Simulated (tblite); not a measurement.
Compound: C5H9O3 (doublet state).
Geometry (GFN2-xTB, Å), atoms numbered from 1 in this order:
```xyz
17
C5H9O3 angstrom
C      2.4656    0.0072    0.5567
C      1.3799   -0.3577   -0.5173
O      1.1077   -1.5983   -0.6274
O      0.2736    0.5270   -0.2699
C     -0.9597   -0.0920   -0.0532
C     -1.7662    0.6653    0.9953
C     -1.7455   -0.2405   -1.3520
O     -2.9273   -0.3935   -1.4130
H      2.6250    1.0793    0.5599
H      3.3798   -0.5232    0.3142
H      2.0919   -0.3220    1.5217
H      1.8240    0.0585   -1.4640
H     -0.7667   -1.1390    0.2606
H     -1.8213    1.7166    0.7238
H     -1.2943    0.5787    1.9700
H     -2.7702    0.2524    1.0343
H     -1.1033   -0.2069   -2.2497
```

Method: GFN2-xTB as coded in tblite; computed harmonic values from a numerical Hessian at the method's own geometry, unscaled. Errors from tens to a few hundred cm⁻¹ against measured bands are possible. One conformer, not necessarily the lowest. Open shells enter through the occupations alone, without spin polarisation, and single modes of such species can be off by tens of per cent.

Harmonic wavenumbers (cm⁻¹): 40.8, 55.7, 100.6, 165.7, 180.8, 209.8, 236.1, 299.6, 362.2, 412.5, 468.8, 565.5, 671.1, 794.9, 830.7, 864.6, 894.0, 946.6, 969.9, 1001.3, 1041.9, 1090.2, 1110.4, 1122.1, 1179.3, 1213.4, 1250.8, 1311.8, 1332.1, 1350.0, 1386.4, 1446.5, 1453.8, 1460.6, 1478.9, 1800.6, 2524.5, 2764.2, 2797.4, 3048.6, 3048.8, 3050.7, 3056.6, 3063.5, 3073.3.

A = 3963, B = 1231, C = 1039 MHz; mass 117.055 u (most abundant isotopes); point group C1, symmetry number 1; spin multiplicity 2.

Question: Zero-point energy?

Answer: ½Σν̃ = 28764 cm⁻¹ = 344.09 kJ/mol.

Question: Give the ideal-gas entropy at 273.15 K and 1 bar in the rigid-rotor, harmonic-oscillator model (classical rotation).

Answer: Translation 166.43, rotation 118.32, vibration 109.75, spin (R ln 2) 5.76: S = 400.3 J/(mol K).

Question: And Cp and H(273.15 K) − H(0)?

Answer: Cp = 138.92 J/(mol K), of which vibrations give 105.66 (their classical limit is 45 R = 374.2); H(273.15 K) − H(0) = 24.43 kJ/mol without the zero-point energy, 15.34 from vibrations.

Question: Which modes carry the vibrational entropy at 273.15 K?

Answer: 40.8 cm⁻¹: 21.11; 55.7 cm⁻¹: 18.54; 100.6 cm⁻¹: 13.69; 165.7 cm⁻¹: 9.70; 180.8 cm⁻¹: 9.03; 209.8 cm⁻¹: 7.89 J/(mol K); the other 39 give 29.78 together.

Question: How do the functions run with temperature in this model?

Answer: 
| T (K) | S (J/(mol K)) | Cp (J/(mol K)) | H − H(0) (kJ/mol) | G − H(0) (kJ/mol) | ln q(vib) |
| --- | --- | --- | --- | --- | --- |
| 100 | 295.6 | 78.8 | 5.55 | -24.01 | 1.96 |
| 200 | 361.2 | 113.4 | 15.21 | -57.03 | 4.60 |
| 300 | 413.7 | 148.7 | 28.29 | -95.83 | 7.10 |
| 500 | 506.0 | 215.3 | 64.97 | -188.02 | 11.87 |
| 800 | 622.8 | 281.1 | 140.33 | -357.93 | 18.57 |
| 1000 | 688.8 | 309.6 | 199.55 | -489.23 | 22.71 |

q(vib) and H(0) count from the zero-point level.

Question: Blend soft modes into free rotors: weight 1/[1 + (100 cm⁻¹/ν̃)⁴] for the oscillator and the rest for a rotor with moment μB/(μ + B), μ = h/(8π²ν), B = 10⁻⁴⁴ kg m². What vibrational entropy results?

Answer: 99.01 J/(mol K) in place of 109.75, which changes −T·S at 273.15 K by +2.93 kJ/mol.

Hindered rotation and anharmonicity are outside this model. Other conformers, if any are populated, would add a mixing term that is left out. The structure is chiral; the term R ln 2 for an equal mix with its mirror image is left out.

Time: 0.42 s. Hardware: one thread of an Arm Neoverse V2, on a shared host. The figure is for the frequency step alone.
